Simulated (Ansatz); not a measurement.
C3H8BGa. Charge 0, multiplicity 1. Geometry: relaxed with PBE0-D4/def2-TZVP.

```xyz
13

C     0.133    1.998    0.114
C     0.035    0.553   -0.306
B    -0.954   -0.484    0.256
C    -0.615   -1.938   -0.197
Ga    1.166   -1.085    0.136
H    -0.587    2.620   -0.428
H    -0.089    2.106    1.178
H     1.123    2.427   -0.061
H     0.255    0.412   -1.383
H    -1.570   -0.262    1.266
H    -1.001   -2.810    0.321
H    -0.555   -2.123   -1.277
H     2.659   -1.415    0.380
```

Q: What is the dipole moment at r2SCAN/def2-TZVPP? (Estimate.)

A: The calculation gave: 1.54 D, with components (1.45, -0.23, -0.46) D in this frame, pointing from negative to positive charge.

Q: And with PBE, B3LYP, ωB97M-V? (Best estimate.)

A: Computed: PBE 1.54 D, B3LYP 1.52 D, ωB97M-V 1.62 D.

Q: Give the Mulliken charges with r2SCAN, ωB97M-V, PBE in def2-TZVPP. (Estimate.)

A: Computed: 
```tsv
atom	r2SCAN	ωB97M-V	PBE
C1	-0.13	-0.30	-0.24
C2	-0.24	-0.33	-0.21
B3	0.18	0.05	0.11
C4	-0.38	-0.46	-0.35
Ga5	0.21	0.23	0.14
H6	0.05	0.11	0.09
H7	0.04	0.10	0.08
H8	0.04	0.10	0.08
H9	0.08	0.13	0.10
H10	-0.02	0.07	-0.01
H11	0.08	0.12	0.10
H12	0.09	0.12	0.10
H13	0.00	0.05	0.02
```

B3LYP here is the variant with VWN-RPA as its local correlation; programs differ in this.
